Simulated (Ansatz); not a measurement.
The cluster Hg3⁺ was relaxed with PBE (def2-TZVP) in Ansatz in these states: charge +1 doublet, charge +1 quartet. The geometries follow in no particular order.

In the def2 sets Hg takes a core potential; there is no spin–orbit coupling.

A:

Cartesian coordinates in Å:
```
Hg 0.007 -0.001 0.003
Hg 1.428 0.205 -2.789
Hg -1.434 -0.203 2.785
```

B:

```
atom   x (Å)   y (Å)   z (Å)
 Hg1   0.005  -0.001  -0.001
 Hg2   0.193   2.777  -0.731
 Hg3  -0.198  -2.776   0.732
```

Task: Judge from the bond lengths which geometry belongs to which state (an estimate).

Result: A is the charge +1 quartet (Hg1–Hg2 3.139 Å, Hg1–Hg3 3.139 Å); B is the charge +1 doublet (Hg1–Hg2 2.878 Å, Hg1–Hg3 2.878 Å).

At PBE0/def2-TZVP a doublet lies 4.93 eV below the charge +1 quartet. These are the stationary points nearest to one start from a short search; other shapes may lie lower in each state.
